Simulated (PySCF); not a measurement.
**Stationary points of SeO2Cl2**

Method: PySCF, PBE0, basis Se def2-SVP, O def2-SVP, Cl def2-SVP (no relativity, density fitting).

Relaxations began from a few typed shapes. The search is not exhaustive: other isomers or separated fragments can lie lower, and high-lying points may rest on an excited occupation.

```tsv
spin	group	bonds	angles	imaginary modes (cm⁻¹)	ΔE (kJ/mol)	ΔE with ZPE (kJ/mol)
singlet	C2v	Se–Cl 2.173 Å (×2), Se–O 1.587 Å (×2)	Cl–Se–Cl 98.7°, Cl–Se–O 108.0° (×4), O–Se–O 123.3°	none	0.0	0.0
singlet	D2h	Se–Cl 2.251 Å (×2), Se–O 1.617 Å (×2)	Cl–Se–Cl 180.0°, Cl–Se–O 90.0° (×4), O–Se–O 180.0°	155i	231.5	–
singlet	C2v	Se–Cl 2.309 Å (×2), Se–O 1.615 Å (×2)	Cl–Se–Cl 80.5°, Cl–Se–O 87.2° (×2), Cl–Se–O 167.6° (×2), O–Se–O 105.2°	186i	271.9	–
```

The lowest minimum found is the singlet C2v: Se–Cl 2.173 Å (×2), Se–O 1.587 Å (×2); Cl–Se–Cl 98.7°, Cl–Se–O 108.0° (×4), O–Se–O 123.3°.

Counting electrons, selenium keeps none of its valence electrons outside its bonds, so the VSEPR class is AX4 and the expected shape is tetrahedral; with unlike ligands the computed point group is C2v.
